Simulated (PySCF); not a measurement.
SMILES N([SiH2]Cl)[SiH2]F (H₅ClFNSi₂), singlet, PBE0/def2-SVP optimised geometry.

```
10

Si    -0.03    -1.67     0.00
F     -0.52    -2.45    -1.34
N     -0.57    -0.03     0.00
Si     0.33     1.39    -0.40
Cl     0.98     2.40     1.29
H     -0.64    -2.40     1.14
H      1.45    -1.67     0.00
H     -1.53     0.13     0.30
H     -0.52     2.34    -1.16
H      1.53     0.97    -1.16
```

Density from PySCF with PBE0/def2-TZVP at that geometry.

Minimum of the electron density along straight lines between bonded atoms, close to the bond critical point (lines longer than 1.1 times the sum of covalent radii, or with two minima, are not listed):

```tsv
bond	length / Å	ρ at the minimum / e bohr⁻³	∇²ρ there / e bohr⁻⁵	position (fraction from the first atom)
Si1–F2	1.626	0.130	(withheld)	0.42
Si1–N3	1.727	0.131	0.54	0.40
N3–Si4	1.731	0.130	0.53	0.60
Si4–Cl5	2.075	(withheld)	(withheld)	0.36
Si1–H6	1.485	0.125	0.14	0.49
Si1–H7	1.484	0.126	0.14	0.49
N3–H8	1.018	0.326	-1.57	0.74
Si4–H9	1.486	0.125	0.14	0.49
Si4–H10	1.485	0.125	0.14	0.49
```

Question: What belongs in the gaps?

Answer: 
- Si1–F2, ∇²ρ there / e bohr⁻⁵: 0.88
- Si4–Cl5, ρ at the minimum / e bohr⁻³: 0.095
- Si4–Cl5, ∇²ρ there / e bohr⁻⁵: 0.21
